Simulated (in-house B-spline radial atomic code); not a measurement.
Configurations of Ga⁷⁺, with energies counted from [Ar] (3d3/2)4 (3d5/2)2. Method: Dirac-Hartree-Fock, average of each configuration as written, Fermi nucleus of rms radius 3.9973 fm. Calculated with a radial B-spline atomic code at the basis-set limit. Energies include first-order Breit, QED and recoil terms.

Occupations are held fixed; configurations that lie above the ionisation limit could autoionise.

| configuration | E - E(ref) (eV) | highest orbital | its <r> (bohr) |
| --- | --- | --- | --- |
| [Ar] (3d3/2)3 (3d5/2)3 | 1.2902 | 3d5/2 | 0.651 |
| [Ar] (3d3/2)4 (3d5/2)1 (4p3/2)1 | 76.232 | 4p3/2 | 1.628 |
| [Ar] (3d3/2)4 (3d5/2)1 (5p1/2)1 | 118.61 | 5p1/2 | 2.95 |
| [Ar] (3d5/2)5 (4f5/2)1 | 119.15 | 4f5/2 | 2.143 |
| [Ne] 3s2 (3p1/2)2 (3p3/2)3 (3d3/2)3 (3d5/2)3 4s1 | 148.95 | 4s1/2 | 1.506 |
| [Ne] 3s2 (3p1/2)2 (3p3/2)3 (3d3/2)3 (3d5/2)3 (7f5/2)1 | 242.01 | 7f5/2 | 8.154 |
| [Ne] 3s2 (3p1/2)1 (3p3/2)4 (3d3/2)4 (3d5/2)2 (6g7/2)1 | 244.05 | 6g7/2 | 5.485 |

Q: Order these further configurations by energy, lowest first.
A. [Ne] 3s2 (3p1/2)1 (3p3/2)4 (3d5/2)6 5s1
B. [Ar] (3d5/2)5 (5g9/2)1
C. [Ne] 3s2 (3p1/2)2 (3p3/2)3 (3d3/2)2 (3d5/2)4 7s1
D. [Ne] 3s2 (3p1/2)2 (3p3/2)3 (3d3/2)4 (3d5/2)2 (7g7/2)1
E. [Ar] (3d3/2)3 (3d5/2)2 4s1

A: E (62.689 eV), B (139.95 eV), A (198.87 eV), C (236.76 eV), D (239.75 eV).

Q: How far above the reference does [Ar] (3d3/2)1 (3d5/2)5 lie?

A: 1.8941 eV; its least bound orbital is 3d3/2 with <r> = 0.6487 bohr.

Q: How far above the reference does [Ar] (3d3/2)3 (3d5/2)2 (7p1/2)1 lie?

A: 150.21 eV; its least bound orbital is 7p1/2 with <r> = 6.745 bohr.

Q: How far above the reference does [Ne] 3s2 (3p1/2)1 (3p3/2)4 (3d3/2)2 (3d5/2)4 (4p3/2)1 lie?

A: 168.24 eV; its least bound orbital is 4p3/2 with <r> = 1.623 bohr.
